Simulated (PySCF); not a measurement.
An EPR job on `[CH2]c1ccc(B(O)O)s1` [radical].

Computed with UKS B3LYP, pcH-1 on B C H O S, non-relativistic, mean-field spin-orbit, GIAO (PySCF 2.14.0). Geometry: GFN2-xTB. A driver script takes a list of jobs; this job's settings line and coordinates (Å) are shown.

Command:
```bash
OMP_NUM_THREADS=1 python probes_run.py task.json out
```

Input:
```
{"job": {"kind": "epr", "basis": "pcH-1"}, "charge": 0, "multiplicity": 2}
C      3.121417    -0.358492    -0.472839
C      1.819571    -0.149562    -0.162627
C      1.274662     0.472205     0.988202
C     -0.100444     0.516335     0.981029
C     -0.705505    -0.049851    -0.139324
B     -2.219887    -0.166603    -0.469971
O     -2.581521    -0.757373    -1.629706
O     -3.200938     0.302264     0.356001
S      0.498386    -0.658976    -1.225770
H      3.902973    -0.036258     0.191810
H      3.406949    -0.848602    -1.384519
H      1.898078     0.860476     1.773262
H     -0.678422     0.955868     1.778467
H     -3.527694    -0.791939    -1.771103
H     -2.912038     0.718497     1.165176
```

Output:
```
UKS, coarse grid
  cycle   1  E = -767.56606790  |g| = 7.07e-01
  cycle   2  E = -767.36543311  |g| = 1.04e+00
  cycle   3  E = -767.74172781  |g| = 7.60e-02
  cycle   4  E = -767.74402683  |g| = 3.56e-02
  cycle   5  E = -767.74465147  |g| = 1.57e-02
  cycle   6  E = -767.74479836  |g| = 7.11e-03
  cycle   7  E = -767.74484829  |g| = 4.01e-03
  cycle   8  E = -767.74486590  |g| = 1.96e-03
  cycle   9  E = -767.74486933  |g| = 5.81e-04
UKS, final grid
  cycle   1  E = -767.74488433  |g| = 9.58e-04
  cycle   2  E = -767.74488319  |g| = 1.78e-03
  cycle   3  E = -767.74488480  |g| = 1.18e-04
  cycle   4  E = -767.74488480  |g| = 3.28e-05
  cycle   5  E = -767.74488480  |g| = 2.79e-05
E = -767.74488480 Eh   <S^2> = 0.7789 (exact 0.7500)
g shifts (ppm)      1          2          3
  rmc          -159       -159       -159
  gc              1         37         34
  oz_so          14        667       4017
  total        -144        546       3892
hyperfine (MHz)  atom isotope    a_iso     a_fc   dipolar eigenvalues
    0   13C      48.03      48.13    -46.80    -45.67     92.47
    1   13C     -40.22     -40.20    -23.41      9.13     14.28
    2   13C      30.57      30.60    -25.96    -25.66     51.62
    3   13C     -26.33     -26.35    -18.45      8.19     10.27
    4   13C      27.86      27.68    -28.86    -27.93     56.79
    5   11B     -10.96     -10.96     -2.80      0.28      2.52
    6   17O      -0.15      -0.15     -4.20      1.79      2.41
    7   17O      -1.62      -1.64     -5.21      2.47      2.74
    8   33S       3.62       3.76    -12.52     -9.04     21.56
    9    1H     -36.88     -36.88    -21.09     -0.88     21.97
   10    1H     -37.33     -37.32    -21.66     -0.62     22.28
   11    1H     -21.36     -21.36    -10.89     -1.40     12.28
   12    1H       6.88       6.88     -2.91     -1.09      4.00
   13    1H      -1.73      -1.74     -1.61     -1.15      2.77
   14    1H      -1.24      -1.24     -1.67     -0.33      2.01
```

rmc, gc and oz_so are the mass-correction, gauge-correction and orbital-Zeeman/spin–orbit parts of the g shift along its three principal axes; a_iso is the isotropic hyperfine coupling and a_fc its Fermi-contact part. Atoms in this output count from 0.

How far is ⟨S²⟩ from the pure-spin value?

S = 0.5 gives S(S+1) = 0.75; the run has 0.7789, 0.0289 more.

Main results: ⟨S²⟩ 0.779; g_iso 2.0038.

The structure is a single GFN2-xTB conformer in the gas phase; no vibrational or solvent corrections.

Estimate the wall time. Hardware: AMD EPYC 9B45, one thread, shared host with 96 logical CPUs at a one-minute load of 9.7. And the peak memory of the process?

About 52 s (density and orbital grids were written too), with 1.0 GiB resident at the peak, the Python interpreter and its libraries included.
Labels such as C1 count atoms from 1, the log's own numbers from 0.
